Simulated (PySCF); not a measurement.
Telling isomers of C3H13FOSi4 apart by NMR

- shielding tensors at PBE0/pcSseg-1 (GIAO)
- GFN2-xTB geometry
- code: PySCF 2.14
- non-relativistic Hamiltonian, rapidly exchanging positions averaged, isolated molecule, a single conformation

Chemical shifts δ = σref − σ; ¹H, ¹³C against TMS, all at this level. Splittings of carbon signals by F and P are missing where no couplings were computed. Where no couplings were computed, multiplicities follow the n + 1 count of equivalent neighbours, and m marks all less simple cases (inequivalent or close neighbours, rings, F or P nearby). Shifts are as computed. Against solution values, carbons near 30 ppm lie about +3 ppm off and those near 130 ppm about +5 ppm. Of 1211 compounds with measured shifts, 218 miss one by over three times the rms of a fit or turn the order of signals round; such compounds aren't used in these exercises.

(1) Tabulate the signals of `F[C@@H]1[SiH2][SiH2]C[C@@H](O[SiH3])[SiH2]1`, `CC(C)O[Si@@H]1[SiH2][SiH2][Si@@H]1F` and their relative energies.

(2) What is the quickest way to tell F[C@@H]1[SiH2][SiH2]C[C@@H](O[SiH3])[SiH2]1 from CC(C)O[Si@@H]1[SiH2][SiH2][Si@@H]1F?

## Answers

(1) 
```tsv
SMILES	carbon types	δC	δH	E rel. (kcal/mol)
F[C@@H]1[SiH2][SiH2]C[C@@H](O[SiH3])[SiH2]1	2×CH 1×CH2	79.3, 66.3, 19.0	5.77 (m, 1H), 4.84 (s, 3H), 4.65 (m, 1H), 4.42 (m, 1H), 4.20 (m, 1H), 4.15 (m, 1H), 4.04 (m, 1H), 3.98 (m, 1H), 3.91 (m, 1H), 2.16 (m, 1H), 1.02 (m, 1H)	47.6
CC(C)O[Si@@H]1[SiH2][SiH2][Si@@H]1F	1×CH 2×CH3	70.9, 28.0, 26.9	6.76 (m, 1H), 6.27 (m, 1H), 4.36 (m, 1H), 4.18 (m, 1H), 3.78 (m, 1H), 3.76 (m, 1H), 3.65 (m, 1H), 1.25 (d, 3H), 1.23 (d, 3H)	0.0
```

Energies are electronic energies at PBE0/pcSseg-1 on these geometries, without zero-point or thermal terms, each for the one conformer computed, which needn't be the lowest.

(2) Both give the same number of carbon signals, but DEPT or the intensities differ. The first has an sp3 CH2 bonded to Si at 19.0 ppm, the second a methyl carbon (CH3) at 28.0 ppm. Their most deshielded carbons lie at 79.3 and 70.9 ppm. In the proton spectra the most deshielded non-exchanging signals are 5.77 (m, 1H) and 6.76 (m, 1H).
